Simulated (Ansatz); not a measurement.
`SC[SiH2]SS` and `N[SiH2]SS` differ in one atom or group.

Ansatz, PBE0-D4/def2-TZVP geometries, multiplicity 1. Each molecule was computed in one conformer, which needn't be the lowest.

```tsv
property	`SC[SiH2]SS`
size of the dipole moment (B3LYP/def2-TZVPP) / D	0.98
LUMO energy (PBE0/def2-TZVPP) / eV	-1.29
LUMO energy (ωB97M-V/def2-TZVPP) / eV	0.76
HOMO energy (ωB97M-V/def2-TZVPP) / eV	-9.27
HOMO–LUMO gap (PBE0/def2-TZVPP) / eV	5.76
HOMO–LUMO gap (PBE/def2-TZVPP) / eV	3.52
```

(1) Give the same properties after the change, and the shifts. (An estimate is asked.)

## Answers

(1) Computed: 
```tsv
property	`N[SiH2]SS`	shift
size of the dipole moment (B3LYP/def2-TZVPP) / D	2.34	1.36
LUMO energy (PBE0/def2-TZVPP) / eV	-0.98	0.31
LUMO energy (ωB97M-V/def2-TZVPP) / eV	1.08	0.32
HOMO energy (ωB97M-V/def2-TZVPP) / eV	-9.18	0.09
HOMO–LUMO gap (PBE0/def2-TZVPP) / eV	6.05	0.29
HOMO–LUMO gap (PBE/def2-TZVPP) / eV	3.87	0.35
```

Dipoles are sizes alone; their direction can turn.

B3LYP here is the variant with VWN-RPA as its local correlation; programs differ in this.
